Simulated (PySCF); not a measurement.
Coordinates in bohr (charge 0 multiplicity 1):
```
Lu   -0.6973    0.0000   -0.9933
S    -4.3519    0.0000    1.2323
Br    3.3054    0.0000    1.6938
```

Level of theory: PBE in PySCF with Lu def2-SVP with ECP28, S def2-SVP, Br def2-SVP; scalar-relativistic core potentials, no spin–orbit coupling; density-fitted integrals.

This geometry of LuSBr is a stationary point at this level.

**Question.** What is the point group?

**Answer.** Cs.

**Question.** Is it a minimum?

**Answer.** Yes: all harmonic wavenumbers are real.

**Question.** What are the dipole moment and the gap between the highest occupied and lowest empty levels?

**Answer.** 6.57 D and 1.53 eV.

**Question.** Give the ideal-gas entropy at 298.15 K and 1 bar by parts.

**Answer.** translation 179.4, rotation 119.1, vibration 27.4, spin 0.0; total 325.9 J/(mol K).

Stability towards spin polarisation was not tested. This need not be the most stable arrangement of these atoms.
